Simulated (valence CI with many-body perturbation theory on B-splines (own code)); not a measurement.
## Level structure of Mo11+

Computed by valence CI with perturbative core correlation (CI+MBPT): three valence electrons over a frozen Dirac-Fock core [Ar] 3d10, a basis of 11 s, 11 p, 9 d, 7 f, 5 g, 2 h, 1 i functions for each j, with the one-electron correlation potential Σ1 (screened to all orders), the two-electron term Σ2, the three-electron term Σ3, Breit, model QED; selected single and double excitations, second order for the rest, scaled by the run's own slope (own B-spline code, finite nucleus).

No measured levels were compared; by estimate levels hold to about 250 cm⁻¹ or 0.2 % of their energy and the worst to 1 %, as in measured heavy ions of charge 2 to 7; those with d or f electrons hold less well.

Levels 1 to 45 of 68, with energies above the lowest level, 4s2 4p 2P°_1/2. "Leading %" is the weight of the configuration and term that name the level; weights of strongly mixed levels are sums over their largest components and can fall short. In the jj column 3d3/2^4 stands for four electrons in 3d with j = 3/2.

```csv
No.,Configuration,Term,J,E (cm⁻¹),Leading %,g,Second component,Leading jj
1,4s2 4p,2P°,1/2,0,98,0.665,,4s^2 4p1/2 (98 %)
2,4s2 4p,2P°,3/2,28468,98,1.333,,4s^2 4p3/2 (98 %)
3,4s 4p2,4P,1/2,197630,95,2.632,4 % 4s 4p2 2S,4s 4p1/2^2 (64 %)
4,4s 4p2,4P,3/2,211420,99,1.726,,4s 4p1/2 4p3/2 (94 %)
5,4s 4p2,4P,5/2,224080,90,1.562,9 % 4s 4p2 2D,4s 4p1/2 4p3/2 (63 %)
6,4s 4p2,2D,3/2,262350,90,0.823,5 % 4s2 4d 2D,4s 4p1/2 4p3/2 (74 %)
7,4s 4p2,2D,5/2,269110,84,1.238,9 % 4s 4p2 4P,4s 4p3/2^2 (61 %)
8,4s 4p2,2P,1/2,297200,50,1.345,45 % 4s 4p2 2S,4s 4p1/2 4p3/2 (47 %)
9,4s 4p2,2S,1/2,325670,50,1.360,47 % 4s 4p2 2P,4s 4p3/2^2 (73 %)
10,4s 4p2,2P,3/2,332250,94,1.317,,4s 4p3/2^2 (71 %)
11,4s2 4d,2D,3/2,424130,92,0.800,6 % 4s 4p2 2D,4s^2 4d3/2 (92 %)
12,4s2 4d,2D,5/2,428430,92,1.200,5 % 4s 4p2 2D,4s^2 4d5/2 (92 %)
13,4p3,4S°,3/2,493580,43,1.436,30 % 4p3 2D°,4p1/2^2 4p3/2 (82 %)
14,4p3,4S°,3/2,507690,47,1.372,43 % 4p3 2D°,4p1/2 4p3/2^2 (90 %)
15,4p3,2D°,5/2,510170,83,1.199,15 % 4s 4p 4d 2D°,4p1/2 4p3/2^2 (83 %)
16,4p3,2P°,1/2,546490,89,0.665,9 % 4s 4p 4d 2P°,4p1/2 4p3/2^2 (89 %)
17,4p3,2P°,3/2,559790,68,1.323,9 % 4p3 2D°,4p3/2^3 (78 %)
18,4s 4p 4d,4F°,3/2,582650,96,0.418,,4s 4p1/2 4d3/2 (87 %)
19,4s 4p 4d,4F°,5/2,588560,95,1.038,,4s 4p1/2 4d3/2 (47 %)
20,4s 4p 4d,4F°,7/2,597820,95,1.244,,4s 4p1/2 4d5/2 (53 %)
21,4s 4p 4d,4F°,9/2,612070,100,1.333,,4s 4p3/2 4d5/2 (100 %)
22,4s 4p 4d,4P°,5/2,617020,62,1.486,21 % 4s 4p 4d 4D°,4s 4p1/2 4d5/2 (88 %)
23,4s 4p 4d,4D°,3/2,620950,52,1.399,40 % 4s 4p 4d 4P°,4s 4p1/2 4d3/2 (46 %)
24,4s 4p 4d,4D°,1/2,623330,83,0.382,14 % 4s 4p 4d 4P°,4s 4p1/2 4d3/2 (70 %)
25,4s 4p 4d,4P°,1/2,638380,86,2.295,14 % 4s 4p 4d 4D°,4s 4p3/2 4d3/2 (96 %)
26,4s 4p 4d,4D°,5/2,638610,57,1.283,27 % 4s 4p 4d 2D°,4s 4p3/2 4d3/2 (66 %)
27,4s 4p 4d,4D°,3/2,638780,38,1.192,29 % 4s 4p 4d 2D°,4s 4p3/2 4d3/2 (82 %)
28,4s 4p 4d,4D°,7/2,639950,94,1.416,4 % 4s 4p 4d 4F°,4s 4p3/2 4d5/2 (63 %)
29,4s 4p 4d,2D°,3/2,641510,53,1.135,32 % 4s 4p 4d 4P°,4s 4p3/2 4d5/2 (46 %)
30,4s 4p 4d,2D°,5/2,643510,33,1.306,32 % 4s 4p 4d 4P°,4s 4p3/2 4d5/2 (63 %)
31,4s 4p 4d,2F°,5/2,657040,76,0.944,19 % 4s 4p 4d 2D°,4s 4p1/2 4d5/2 (38 %)
32,4s 4p 4d,2F°,7/2,677440,98,1.143,,4s 4p3/2 4d5/2 (68 %)
33,4s 4p 4d,2P°,3/2,693200,73,1.244,16 % 4s 4p 4d 2D°,4s 4p1/2 4d3/2 (35 %)
34,4s 4p 4d,2F°,7/2,696670,81,1.149,15 % 4s2 4f 2F°,4s 4p3/2 4d5/2 (42 %)
35,4s 4p 4d,2F°,5/2,699020,80,0.864,16 % 4s2 4f 2F°,4s 4p3/2 4d3/2 (60 %)
36,4s 4p 4d,2P°,1/2,708130,91,0.662,6 % 4p3 2P°,4s 4p3/2 4d5/2 (81 %)
37,4s 4p 4d,2P°,1/2,721400,92,0.659,,4s 4p3/2 4d3/2 (74 %)
38,4s 4p 4d,2D°,3/2,726030,49,1.055,46 % 4s 4p 4d 2P°,4s 4p3/2 4d5/2 (53 %)
39,4s 4p 4d,2P°,3/2,727300,62,1.156,29 % 4s 4p 4d 2D°,4s 4p3/2 4d5/2 (40 %)
40,4s 4p 4d,2D°,5/2,729820,88,1.191,6 % 4p3 2D°,4s 4p3/2 4d5/2 (66 %)
41,4s2 5s,2S,1/2,761500,97,2.002,,4s^2 5s (97 %)
42,4s2 4f,2F°,7/2,808930,82,1.143,15 % 4s 4p 4d 2F°,4s^2 4f7/2 (82 %)
43,4s2 4f,2F°,5/2,809570,81,0.857,16 % 4s 4p 4d 2F°,4s^2 4f5/2 (81 %)
44,4p2 4d,4F,3/2,845970,78,0.528,8 % 4p2 4d 4D,4p1/2^2 4d3/2 (69 %)
45,4p2 4d,4F,5/2,852870,40,1.044,32 % 4p2 4d 2F,4p1/2^2 4d5/2 (51 %)
```

Names give the largest LS component (configuration and term), which can be under half, so a name can repeat, a term be missing and a line seem to break the LS rules; names also repeat where a configuration has a term twice.

Where two levels of one J and parity lie close, their mixing, g and order are uncertain.

The ionisation energy to 4s2 1S_0 of the next ion comes out as 230.94 eV (NIST: 230.28 ± 0.06 eV (semi-empirical)). All 68 levels together are meant to be complete up to 945640 cm⁻¹.
